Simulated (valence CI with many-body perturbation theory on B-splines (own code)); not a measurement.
# Questions on Cd9+

Computed by relativistic CI+MBPT: three valence electrons over a frozen Dirac-Fock core [Kr], radial functions for each j: 7 s, 7 p, 8 d, 6 f, 4 g, 1 h, with the one-electron correlation potential Σ1, the two-electron term Σ2, the three-electron term Σ3, Breit, model QED; selected CI, second order for the rest, scaled by the run's own slope (own B-spline code, finite nucleus).

No measured spectrum was set against this ion. As an estimate, terms of the open shell hold to 2 to 4 % of their energy, and close levels can change places. The list stops below the first excitations out of the core. Only levels of the ground parity were solved; by the run's estimate the other parity begins above the list, which can be wrong where configurations are misplaced.

Names give the largest LS component (configuration and term), which can be under half, so a name can repeat, a term be missing and a line seem to break the LS rules; names also repeat where a configuration has a term twice.

Rates and lifetimes use the calculated energies. Strong lines usually hold to 10 to 20 %, long lifetimes can be off by a factor of two.

Task: What is the ground level?

Result: 4d3 4F_3/2, composition 94 % 4d3 4F + 5 % 4d3 2D, g = 0.423.

Task: How well does LS coupling describe the low levels?

Result: Among the lowest 19 levels the leading LS term, summed over configurations, holds 84 % on average. For single configurations the figures are 84 % in LS and 71 % in jj coupling. Terms mix most in the J = 9/2 level at 3.162 eV, where the leading one holds 49 %.

Task: What is the ionisation energy?

Result: 173.47 eV; NIST lists 173 ± 2.2 eV (theoretical).

Task: How is the term 4F of the ground level split?

Result: J = 3/2 at 0.0000, J = 5/2 at 0.4771, J = 7/2 at 0.9858, J = 9/2 at 1.466 eV.
